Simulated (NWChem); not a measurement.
System: C$_{2}$H$_{9}$PSi; SMILES [SiH](C)(P)C

NWChem input:

```
start job
memory heap 200 mb stack 900 mb global 1100 mb
geometry units angstroms noautosym nocenter noautoz
  Si    -0.011763     0.436359     0.397818
  C      1.500786     1.350274    -0.282314
  C     -1.616493     1.188982    -0.266403
  P     -0.019791    -1.804337    -0.056478
  H     -0.007166     0.532992     1.887692
  H      1.538545     1.295610    -1.376512
  H      2.431641     0.923734     0.107608
  H      1.472698     2.410088     0.000672
  H     -2.493958     0.669200     0.133646
  H     -1.661964     1.133754    -1.360407
  H     -1.693615     2.245424     0.017541
  H      0.295457    -1.667462    -1.441888
  H      1.337755    -2.024932     0.321784
end
basis spherical
  Si library def2-svp
  C library def2-svp
  P library def2-svp
  H library def2-svp
end
dft
  xc m06-2x
  iterations 150
end
cosmo
  do_cosmo_smd true
  solvent ether
end
task dft energy
```

Coordinates come from a B3LYP/6-31G* (spherical d) optimisation. Solvent: diethyl ether.

Level: M06-2X/def2-SVP with SMD (1 M gas to 1 M solution), gas-phase geometry. Reactions with the solvent are ignored.

Task: Predict the main results of this run. (M06-2X/def2-SVP, SMD on the gas-phase geometry.) Quantities: solvation free energy (kcal/mol); cavity-dispersion-structure term (kcal/mol); dipole in solution (D).

Result: 
| Item | Result |
|---|---|
| solvation free energy (kcal/mol) | -1.7 |
| cavity-dispersion-structure term (kcal/mol) | 0.2 |
| dipole in solution (D) | 2.06 |
